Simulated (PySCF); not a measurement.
Dipole moment and polarisability across levels of theory

Compound: methylcyclohexane, C₇H₁₄.
Z-matrix (Å and degrees, PBE0-D3(BJ)/def2-SVP geometry), rows numbered from 1:
```
C 
C   1  1.5211
C   2  1.5297  1  111.83
C   3  1.5248  2  112.34  1   179.21
C   4  1.5249  3  111.46  2   -55.06
C   5  1.5249  4  111.21  3    54.67
C   6  1.5248  5  111.45  4   -54.67
H   1  1.1014  2  111.47  3    57.57
H   1  1.1029  2  110.83  3   -62.17
H   1  1.1014  2  111.45  3   178.10
H   2  1.1076  1  108.12  3  -117.91
H   3  1.1065  2  108.55  1    58.21
H   3  1.1030  2  109.85  1   -57.45
H   4  1.1053  3  109.11  2    65.50
H   4  1.1022  3  110.30  2  -178.17
H   5  1.1054  4  109.09  3   -65.69
H   5  1.1022  4  110.51  3   177.78
H   6  1.1053  5  109.11  4    65.89
H   6  1.1022  5  110.49  4  -177.69
H   7  1.1066  2  108.55  1   -58.24
H   7  1.1031  2  109.85  1    57.43
```

PySCF, dipoles from the SCF density, polarisabilities from static response with core orbitals frozen. One conformer (not necessarily the lowest) at the PBE0-D3(BJ)/def2-SVP geometry, without solvent, vibrations or thermal averaging.

Q: Compare the levels for these properties.

A: 

```json
{"level": "LDA/def2-SVPD", "μ (D)": "0.135", "α (au)": "87.27", "anisotropy (au)": "16.70"}
{"level": "PBE/def2-SVPD", "μ (D)": "0.134", "α (au)": "85.79", "anisotropy (au)": "16.65"}
{"level": "B3LYP/def2-SVPD", "μ (D)": "0.126", "α (au)": "83.35", "anisotropy (au)": "15.50"}
{"level": "PBE0/def2-SVPD", "μ (D)": "0.121", "α (au)": "82.75", "anisotropy (au)": "15.59"}
{"level": "BHandHLYP/def2-SVPD", "μ (D)": "0.115", "α (au)": "80.61", "anisotropy (au)": "14.55"}
{"level": "CAM-B3LYP/def2-SVPD", "μ (D)": "0.118", "α (au)": "82.05", "anisotropy (au)": "14.71"}
{"level": "wB97X-D/def2-SVPD", "μ (D)": "0.116", "α (au)": "82.08", "anisotropy (au)": "14.84"}
{"level": "LC-wPBE/def2-SVPD", "μ (D)": "0.106", "α (au)": "79.95", "anisotropy (au)": "14.18"}
{"level": "HF/def2-SVPD", "μ (D)": "0.109", "α (au)": "77.98", "anisotropy (au)": "13.29"}
{"level": "PBE0/6-31G*", "μ (D)": "0.081", "α (au)": "72.01", "anisotropy (au)": "11.96"}
{"level": "PBE0/6-31+G*", "μ (D)": "0.128", "α (au)": "79.02", "anisotropy (au)": "13.84"}
{"level": "PBE0/def2-SVP", "μ (D)": "0.072", "α (au)": "75.03", "anisotropy (au)": "12.98"}
{"level": "PBE0/aug-cc-pVDZ", "μ (D)": "0.131", "α (au)": "84.76", "anisotropy (au)": "16.30"}
```

The anisotropy is √(½[(α1 − α2)² + (α2 − α3)² + (α3 − α1)²]). The dipole runs from 0.07 D (PBE0/def2-SVP) to 0.14 D (LDA/def2-SVPD). No reference polarisability is at hand; against PBE0 in the largest diffuse basis at hand (aug-cc-pVDZ) the other PBE0 rows deviate by 6-31G* -15%, 6-31+G* -7%, def2-SVP -11%, def2-SVPD -2%. In one basis (def2-SVPD) the functionals order the polarisability from HF (lowest) to LDA (highest), a spread of 12%. With PBE0 the polarisability is 73.52 au without diffuse functions (mean of 6-31G* and def2-SVP) and 82.18 au with them (mean of 6-31+G*, def2-SVPD and aug-cc-pVDZ).
